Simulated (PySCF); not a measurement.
Work out the structure from these simulated measurements.

Formula: C3H3F5O.

| Property | Result |
| --- | --- |
| Rotational structure | rotational constants A, B, C: 2.529, 1.236, 1.183 GHz [GFN2-xTB] |
| Dipole | 1.59 D [PBE0/def2-SVPD] |
| Triplet | lowest triplet excitation (Tamm–Dancoff): 7.18 eV [TDA PBE0/def2-SVPD] |
| UV, first state | lowest singlet excitation: 7.57 eV (164 nm, f = 0.010) [TDDFT PBE0/def2-SVPD] |
| Polarisability | 46.7 au [PBE0/def2-SVPD] |
| 13C NMR | chemical shifts (computed TMS as zero) by class: 128.6 (1 C), 122.1 (1 C), 66.6 (1 C) ppm [GIAO PBE0/pcSseg-1] |
| 1H NMR | chemical shifts (computed TMS as zero) by class: 4.41 (2 H), 1.19 (1 H) ppm [GIAO PBE0/pcSseg-1] |

Gas-phase values; electronic properties from PySCF, density fitting. Levels stand in brackets. Isolated species at its GFN2-xTB geometry (one conformer only). NMR values are class means; diastereotopic atoms form classes of their own.

**Question.** Propose a structure and show how it fits.

**Answer.** Numbering: `[OH:1][CH2:2][C:3]([F:4])([F:5])[C:6]([F:7])([F:8])[F:9]`. Its formula, C3H3F5O, gives 0 degrees of unsaturation, so no ring and no π bond. 3 carbons fall into 3 classes; from least to most shielded: CF3 carbon [C6] (128.6 ppm), CF2 carbon [C3] (122.1 ppm), carbinol carbon (C–OH) [C2] (66.6 ppm). Hydrogen classes from least to most shielded: 2 H on a carbinol carbon (C–OH), C2 (4.41 ppm), 1 H on an alcohol oxygen, O1 (1.19 ppm). By its constants the optimised geometry is an asymmetric top. Structure: `OCC(F)(F)C(F)(F)F` (2,2,3,3,3-pentafluoro-1-propanol). Computed isomers that give other values at the same levels: `COC(F)(F)C(F)(F)F` (13C chemical shifts (computed TMS as zero) by class: 126.0 (1 C), 124.0 (1 C), 53.4 (1 C) ppm); `O[C@@H](C(F)F)C(F)(F)F` (lowest singlet excitation: 7.79 eV (159 nm, f = 0.006)). The assignments are read from this structure; whether some other isomer fits the data as well wasn't checked.

Shape of the structure used: `[OH:1][CH2:2][C:3]([F:4])([F:5])[C:6]([F:7])([F:8])[F:9]`: O1–C2–C3–F4 -57°, C2–C3–C6–F7 -56°, H–O1–C2–C3 58°.
